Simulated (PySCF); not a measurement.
**Reproducing measurements on C2HF5S**

**Measured values to compare with.**

From Saethre, Berrah, Bozek, Boerve, Carroll, Kukk, Gard, Winter, Thomas, J. Am. Chem. Soc. 2001, 123, 10729, for the gas: C 1s binding energy of C1 292.101 eV; C 1s binding energy of C2 292.222 eV.

The runs below try to reproduce these values; the comparison stands at the end.

Species: C₂HF₅S.
Numbering: `[CH:1]#[C:2][S:3]([F:4])([F:5])([F:6])([F:7])[F:8]` (hydrogens: H9 on C1)

Structure used (PBE0-D3(BJ)/def2-TZVP), in Å, numbered top down from 1:
```
atom  x, y, z in Å
C1     2.103   -0.422   -0.237
C2     0.939   -0.186   -0.108
S3    -0.744    0.149    0.080
F4    -1.081   -0.632   -1.252
F5    -0.601    1.491   -0.744
F6    -0.949   -1.180    0.911
F7    -0.468    0.943    1.418
F8    -2.281    0.456    0.251
H9     3.141   -0.636   -0.353
```

Runs made with PySCF (gas phase, on this PBE0-D3(BJ)/def2-TZVP geometry; non-relativistic but for the core-level run):

```tsv
level	job	basis functions
delta-SCF UKS SCAN, pcX-3 on the ionised atom, pcseg-2 elsewhere, spin-free X2C	ΔSCF core ionisation, 8 holes	323
```

## Comparison

**Core binding energies.** Delta-SCF UKS SCAN, pcX-3 on the ionised atom, pcseg-2 elsewhere, spin-free X2C in PySCF 2.14.0.

| level and atom | computed (eV) | measured (eV) | computed − measured (eV) |
| --- | --- | --- | --- |
| C 1s, C1 | 291.86 | 292.101 | -0.24 |
| C 1s, C2 | 291.96 | 292.222 | -0.26 |

Sources, in the order of the opening: Saethre, Berrah, Bozek, Boerve, Carroll, Kukk, Gard, Winter, Thomas, J. Am. Chem. Soc. 2001, 123, 10729. Against the first value of each row the mean signed difference is -0.25 eV and the largest in size -0.26 eV. The computed values are vertical, without vibrational structure; measured positions hang on the energy calibration. Spin contamination (⟨S²⟩ against 0.75 for a pure doublet) is marked for C 1s of C1 (0.86) and C 1s of C2 (0.86), which makes these values less certain.

The geometry is computed, not the measured one. Where a level misses, the cause wasn't examined.
